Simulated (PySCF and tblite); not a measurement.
Results of a calculation; reference values are marked as such.
Stationary points of C7H12 at GFN2-xTB, in Å:

Structure A

```
 1 C     2.608    0.701    0.174
 2 C     1.390    0.197    0.117
 3 C     0.962   -1.017   -0.653
 4 C    -0.479   -0.717   -1.083
 5 C    -1.002    0.400   -0.150
 6 C    -2.252   -0.018    0.616
 7 C     0.167    0.747    0.788
 8 H     3.435    0.245   -0.344
 9 H     2.832    1.584    0.749
10 H     1.618   -1.226   -1.497
11 H     0.988   -1.884    0.013
12 H    -1.106   -1.606   -1.018
13 H    -0.495   -0.377   -2.119
14 H    -1.248    1.282   -0.750
15 H    -2.571    0.778    1.286
16 H    -3.067   -0.235   -0.070
17 H    -2.054   -0.908    1.210
18 H     0.033    0.239    1.749
19 H     0.244    1.815    0.984
```

Structure B

```
 1 C     2.417    0.273    0.715
 2 C     1.232    0.190    0.137
 3 C     0.780   -0.921   -0.774
 4 C    -0.573   -0.456   -1.318
 5 C    -1.135    0.459   -0.223
 6 C    -1.802   -0.338    0.894
 7 C     0.115    1.187    0.286
 8 H     3.179   -0.471    0.556
 9 H     2.674    1.089    1.368
10 H     1.503   -1.113   -1.567
11 H     0.671   -1.845   -0.201
12 H    -1.240   -1.286   -1.544
13 H    -0.423    0.121   -2.232
14 H    -1.865    1.161   -0.636
15 H    -2.183    0.332    1.662
16 H    -2.635   -0.919    0.504
17 H    -1.090   -1.017    1.356
18 H     0.008    1.533    1.314
19 H     0.325    2.059   -0.340
```

Structure C

```
 1 C     2.638    0.512    0.430
 2 C     1.400    0.191    0.100
 3 C     1.006   -0.740   -1.017
 4 C    -0.488   -0.987   -0.802
 5 C    -0.989    0.318   -0.175
 6 C    -2.335    0.183    0.520
 7 C     0.154    0.699    0.773
 8 H     3.488    0.102   -0.088
 9 H     2.852    1.198    1.233
10 H     1.175   -0.244   -1.977
11 H     1.592   -1.659   -1.011
12 H    -0.632   -1.807   -0.096
13 H    -1.010   -1.234   -1.725
14 H    -1.066    1.078   -0.959
15 H    -2.627    1.128    0.973
16 H    -3.105   -0.109   -0.192
17 H    -2.287   -0.573    1.302
18 H     0.025    0.186    1.731
19 H     0.200    1.769    0.973
```

Level: PBE0/pcSseg-1 + D3(BJ) on GFN2-xTB stationary points, with GFN2-xTB thermal terms.

Question: Which structure is a saddle point, and along which motion?

Answer: A: one imaginary mode (70i cm⁻¹ at GFN2-xTB, mostly on C6, C4, C7), along the inversion of the 5-membered ring (2–3–4–5–7).

Question: Give their symmetry and energies above the lowest.

Answer: A C1, 2.3 kcal/mol; B C1, 0.5 kcal/mol; C C1, 0.0 kcal/mol.
